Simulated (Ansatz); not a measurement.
Relaxation of a periodic cell of 32 atoms, H21O10F (contents 10 H2O + 1 HF, density as packed 0.99 g/cm³ with natural masses), to a largest force component of 0.3 eV/Å in at most 15 steps.

The calculation used DFT PBE-D3(BJ), scalar-relativistic, plane waves, PAW in Ansatz 0.2.0. Settings: accuracy low, cutoff 420 eV, k mesh 1x1x1, fermi-dirac smearing 0.05 eV, no spin polarisation.

```xyz
32
Lattice="6.9382 0.0000 0.0000 0.0000 6.9382 0.0000 0.0000 0.0000 6.9382" Properties=species:S:1:pos:R:3
O 0.244 0.100 1.428
H 0.083 1.004 1.118
H -0.192 -0.456 0.765
O 3.718 2.241 2.636
H 3.902 2.856 1.910
H 3.862 1.367 2.245
O 2.246 1.014 4.024
H 1.926 1.484 3.240
H 2.915 0.405 3.676
O 2.566 3.706 0.650
H 3.352 4.158 0.990
H 1.867 3.952 1.273
O 0.507 1.860 5.708
H 0.889 2.741 5.837
H -0.234 2.012 5.104
O 6.007 5.637 4.468
H 6.684 5.278 5.061
H 6.121 6.596 4.536
O 5.870 3.286 2.632
H 5.970 4.245 2.725
H 5.811 3.148 1.675
O 2.680 3.999 5.253
H 3.132 3.563 4.516
H 1.819 4.248 4.886
O 4.332 0.015 5.890
H 5.270 0.253 5.900
H 4.110 -0.023 4.948
O 2.201 5.304 3.196
H 3.013 5.792 2.996
H 1.670 5.393 2.390
F 5.189 3.860 6.689
H 4.946 4.544 6.102
```

Q: Where does it end, and by what steps?

A: The forces met the threshold. The threshold is loose, so the end isn't yet a minimum. Limits of this set-up: coarse k mesh, low accuracy level. After 13 steps the energy has fallen by 6.598 eV; H27 moved furthest, 1.56 Å.

```
step  energy less start (eV)  largest force component (eV/Å)  accepted
   0                  0.0000                           1.206       yes
   1                 -1.4660                           1.508       yes
   2                 -2.3956                           1.972       yes
   3                 -3.2618                           1.118       yes
   4                 -3.8994                           1.057       yes
   5                 -4.3759                           1.070       yes
   6                 -4.7861                           0.725       yes
   7                 -5.1954                           0.698       yes
   8                 -5.6039                           1.071       yes
   9                 -5.9384                           0.902       yes
  10                 -6.1569                           0.748       yes
  11                 -6.3215                           0.529       yes
  12                 -6.4510                           0.354       yes
  13                 -6.5983                           0.264       yes
```

```xyz
32
Lattice="6.9382 0.0000 0.0000 0.0000 6.9382 0.0000 0.0000 0.0000 6.9382" Properties=species:S:1:pos:R:3
O 0.407 -0.398 1.275
H 0.329 0.296 0.559
H -0.258 -1.075 1.062
O 3.651 2.287 2.510
H 3.026 2.639 1.816
H 4.081 1.541 2.050
O 2.095 0.801 4.470
H 2.451 1.476 3.840
H 2.263 -0.011 3.920
O 1.831 3.219 0.690
H 2.178 3.872 0.057
H 1.151 3.666 1.267
O 0.082 1.532 6.336
H 0.660 2.212 6.778
H 0.607 1.304 5.529
O 6.187 5.810 4.077
H 6.094 5.529 5.014
H 6.854 6.519 4.063
O 6.731 3.771 2.322
H 6.537 4.470 2.999
H 5.866 3.450 2.012
O 3.407 4.022 4.845
H 3.672 3.275 4.267
H 3.082 4.691 4.197
O 3.951 0.544 6.865
H 4.820 0.800 6.504
H 3.331 0.666 6.111
O 2.539 5.728 2.677
H 3.299 5.927 2.104
H 1.744 5.985 2.114
F 5.284 4.624 6.373
H 4.524 4.410 5.766
```

Run time: 26 s on 1 thread of Intel(R) Xeon(R) Platinum 8488C (Sapphire Rapids), with other jobs on the host, peak memory 0.44 GiB.
